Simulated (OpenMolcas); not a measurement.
## What dynamic correlation does to the levels of Fe

| Property | Result |
| --- | --- |
| Program | OpenMolcas |
| Basis | ANO-RCC-VQZP [7s6p4d3f2g1h] |
| Scalar Hamiltonian | DKH2, point nucleus |
| Active space | 6 electrons in 5 orbitals (3d) |
| State averaging | 2S+1 = 5 even, 5 roots; 2S+1 = 3 even, 45 roots; 2S+1 = 1 even, 50 roots (35 in the spin-orbit step) |
| Spin-orbit coupling | state interaction with AMFI integrals over the reference wave functions, term energies averaged over their components |

Methods on the same reference wave functions:
A. CASSCF
B. SS-CASPT2, IPEA 0.25 Eh, imaginary shift 0.1 Eh (closed shells correlated: 3s 3p 4s)
C. MS-CASPT2, IPEA 0.25 Eh, imaginary shift 0.1 Eh (closed shells correlated: 3s 3p 4s)

Energies in cm-1 above 3d6 4s2 5D4, the measured ground level; measured values from NIST Handbook of Basic Atomic Spectroscopic Data.

| Level | A | B | C | Measured |
| --- | --- | --- | --- | --- |
| 3d6 4s2 5D4 | 0.0 | 0.0 | 0.0 | 0.0 |
| 3d6 4s2 5D3 | 424 | 427 | 427 | 416 |
| 3d6 4s2 5D2 | 725 | 725 | 725 | 704 |
| 3d6 4s2 5D1 | 921 | 916 | 917 | 888 |
| 3d6 4s2 5D0 | 1017 | 1010 | 1011 | 978 |
| 3d6 4s2 3H6 | 21897 | 18800 | 18800 | 19390 |
| 3d6 4s2 3H5 | 22121 | 19010 | 19010 | 19621 |
| 3d6 4s2 3H4 | 22292 | 19160 | 19160 | 19788 |
| 3d6 4s2 3P2(1) | 23964 | 17730 | 17730 | 18378 |
| 3d6 4s2 3F4(1) | 25077 | 20000 | 20000 | 20641 |
| 3d6 4s2 3P1(1) | 25203 | 18980 | 18970 | 19552 |
| 3d6 4s2 3F3(1) | 25309 | 20210 | 20210 | 20874 |
| 3d6 4s2 3F2(1) | 25482 | 20360 | 20370 | 21039 |
| 3d6 4s2 3P0(1) | 25735 | 19500 | 19500 | 20038 |
| 3d6 4s2 3G5 | 27656 | 23130 | 23130 | 23784 |
| 3d6 4s2 3G4 | 28049 | 23500 | 23500 | 24119 |
| 3d6 4s2 3G3 | 28229 | 23670 | 23670 | 24339 |
| 3d6 4s2 1I6 | 32934 | 28560 | 28560 | 29313 |
| 3d6 4s2 1G4 | 34714 | 29340 | 29340 | 29799 |
| 3d6 4s2 3D1 | 35792 | 28980 | 28980 | 29320 |
| 3d6 4s2 3D2 | 35825 | 29000 | 29000 | 29357 |
| 3d6 4s2 3D3 | 35938 | 29130 | 29130 | 29372 |
| 3d6 4s2 1S0 | 40336 | 32650 | 32650 |  |
| 3d6 4s2 1D2 | 43224 | 34320 | 34320 | 34637 |

Deviations, from unrounded energies. A percentage is the sum of absolute deviations over the sum of measured energies, with the sign that they share, or ± where signs differ.

```
                        Against measurement  Levels      A     B     C
             mean absolute deviation (cm-1)      22   3900   460   460
      fine structure of the ground term (%)       4   +3.4  +3.1  +3.1
other terms of the ground configuration (%)      18  +19.9  -2.3  -2.3
```

B, C lie about equally close to measurement and A furthest from it. The largest miss of B in the table is 3d6 4s2 1I6, by -750 cm-1. The ranking rests on the paired levels alone, and a cruder setting can come out closer through cancelling errors.

Between B and C no level of the table moves by more than 5 cm-1.

The two smallest mean deviations differ by little beside CASPT2's spread within terms, so their order carries little weight.

From A to B the spin-free energies of the other terms of 3d6 4s2 shown, above 5D, scale by factors of 0.74 to 0.87, as is usual when dynamic correlation screens the repulsion within a d or f shell.

The lowest spin-free term lies below A's lowest term by 0.622 hartree in B, 0.622 hartree in C.

CASPT2 breaks the degeneracy within a term, and the mean is taken; among the terms shown or strongly mixed into the levels shown the widest spread is 1300 cm-1 (3d6 4s2 1I, C). Some high roots are left out of the spin-orbit mixing, which shifts the levels that they would mix with. With the s shell closed, the reference lacks s² → p², s² → d² and s → d mixing, so excited terms can stand far too high and out of order, with CASPT2 too. The CASPT2 spread within a term exceeds the gap to the next term for 3d6 4s2 3D and 3d6 4s2 1G, so the order of their levels is uncertain (figures for B; the like holds for C). Without dynamic correlation excited terms often stand tens of per cent too high (terms of higher spin than the ground term too low), and those without a measured partner can miss by more than the paired ones (holds for A). Measured partners are found by configuration, term and J. A level has none where our copy of the source lacks it or the pairing is in doubt (some pairs that miss far off the trend of their configuration count as doubtful), and it then counts in no deviation. Only configurations of the active space appear. The table leaves out levels that lie high or whose names do not pair safely across all columns.

A number in round brackets counts repeated terms of one configuration in the order of the reference energies.
